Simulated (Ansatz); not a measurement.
Reaction (formal exchange of groups at the Al–S bond): `[CH3][AlH][S]C` + `C=C(F)O[SiH2]C` → `[CH3][AlH][O][SiH2]C` + `C=C(F)SC`

Gas-phase electronic energies from Ansatz, PBE0-D4/def2-TZVP geometries. CCSD(T)/CBS adds triple-zeta CCSD(T) − MP2 to the extrapolated MP2 energy (def2 sets, frozen cores). Functionals use def2-TZVPP. B3LYP here is the variant with VWN-RPA as its local correlation; programs differ in this. Each species was taken in one conformer, which may not be the lowest.

```json
{"level": "PBE-D4", "ΔE (kJ/mol)": "-49.4", "difference from CCSD(T)/CBS": "14.0"}
{"level": "PBE0-D4", "ΔE (kJ/mol)": "-48.7", "difference from CCSD(T)/CBS": "14.7"}
{"level": "ωB97X-V", "ΔE (kJ/mol)": "-54.7", "difference from CCSD(T)/CBS": "8.7"}
{"level": "PBE0", "ΔE (kJ/mol)": "-49.1", "difference from CCSD(T)/CBS": "14.3"}
{"level": "B3LYP", "ΔE (kJ/mol)": "-60.9", "difference from CCSD(T)/CBS": "2.5"}
{"level": "HF/def2-TZVPP", "ΔE (kJ/mol)": "-57.6", "difference from CCSD(T)/CBS": "5.8"}
{"level": "MP2/def2-TZVPP", "ΔE (kJ/mol)": "-65.8", "difference from CCSD(T)/CBS": "-2.4"}
{"level": "SCS-MP2/def2-TZVPP", "ΔE (kJ/mol)": "-67.4", "difference from CCSD(T)/CBS": "-4.0"}
{"level": "MP2/CBS(def2)", "ΔE (kJ/mol)": "-68.7", "difference from CCSD(T)/CBS": "-5.3"}
{"level": "CCSD/CBS(def2)", "ΔE (kJ/mol)": "-63.9", "difference from CCSD(T)/CBS": "-0.5"}
{"level": "CCSD(T)/CBS", "ΔE (kJ/mol)": "-63.4", "difference from CCSD(T)/CBS": "0"}
```

Largest T1 diagnostic among the species: 0.012.
